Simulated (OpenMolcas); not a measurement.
Mo5+ (d1) among equal point charges was computed by CASSCF with the d shell active (OpenMolcas, ANO-RCC-VDZP on the metal). Its lowest spin-free states, and all those of the highest spin:

| 2S+1 | Degeneracy | E (cm-1) |
| --- | --- | --- |
| 2 | 1 | 0.0 |
| 2 | 2 | 4588 |
| 2 | 2 | 23626 |

Is the site octahedral, tetrahedral or cube-like, axial, or of lower symmetry?

The states with 2S+1 = 2 have orbital degeneracies 1, 2, 2. There are pairs but no triples, so the site is axial: not cubic, but with a proper or improper axis of order three or more. The run had Mo5+ among 3 point charges of -3 e arranged as a planar triangle (D3h), 2 Å from the ion.

This is an electrostatic model: the charges have no orbitals. No measured value stands beside these numbers.
